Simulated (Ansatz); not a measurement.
Relaxation of C2H8NOSb (13 atoms, charge 0, multiplicity 1), to a largest force component of 0.015 eV/Å in at most 40 steps.

Computed with RKS B3LYP-D4/def2-SVP (Ansatz).

```xyz
13
Properties=species:S:1:pos:R:3:forces:R:3
C -1.324 -0.551 0.124 -2.26 3.69 -0.84
C 0.115 -0.290 -0.148 1.19 -0.38 0.49
N 0.703 -1.552 -0.548 -0.39 -1.65 -2.05
O 0.348 0.644 -1.204 -0.49 0.00 0.79
Sb 0.617 2.513 -0.498 0.34 0.09 0.37
H -1.861 0.468 0.383 0.77 -1.75 -0.22
H -1.838 -0.910 -0.793 0.23 -0.09 0.27
H -1.475 -1.206 0.943 -0.17 -1.03 1.10
H 0.606 0.082 0.835 -0.38 -0.42 -1.20
H 0.961 -1.458 -1.586 -0.24 -0.08 1.87
H -0.081 -2.286 -0.562 1.54 1.18 -0.01
H 2.100 2.017 0.369 -0.60 0.32 -0.11
H -0.417 2.320 0.948 0.47 0.11 -0.47
```

Q: Where does it end, and by what steps?

A: The forces met the threshold. After 14 steps the energy has fallen by 0.801 eV; H11 moved furthest, 0.98 Å.

```
step  energy less start (eV)  largest force component (eV/Å)  accepted
   0                  0.0000                           3.691       yes
   1                 -0.4391                           0.912       yes
   2                 -0.5398                           0.477       yes
   3                 -0.6125                           0.398       yes
   4                 -0.6885                           0.439       yes
   5                 -0.7530                           0.296       yes
   6                 -0.7799                           0.458       yes
   7                 -0.7931                           0.133       yes
   8                 -0.7970                           0.119       yes
   9                 -0.7902                           0.167        no
  10                 -0.7998                           0.017       yes
  11                 -0.8007                           0.031       yes
  12                 -0.8011                           0.041       yes
  13                 -0.8012                           0.037       yes
  14                 -0.8014                           0.008       yes
```

```xyz
13
Properties=species:S:1:pos:R:3
C -1.328 -0.479 0.319
C 0.123 -0.466 -0.146
N 0.487 -1.745 -0.684
O 0.324 0.553 -1.136
Sb 0.683 2.474 -0.680
H -1.613 0.491 0.753
H -1.991 -0.675 -0.540
H -1.485 -1.262 1.075
H 0.789 -0.264 0.718
H 1.445 -1.711 -1.032
H -0.107 -1.958 -1.488
H 1.746 2.133 0.654
H -0.619 2.700 0.449
```

The run took 43 s on 2 threads of Intel(R) Xeon(R) 6975P-C (Granite Rapids), on a shared host, peak memory 0.34 GiB.
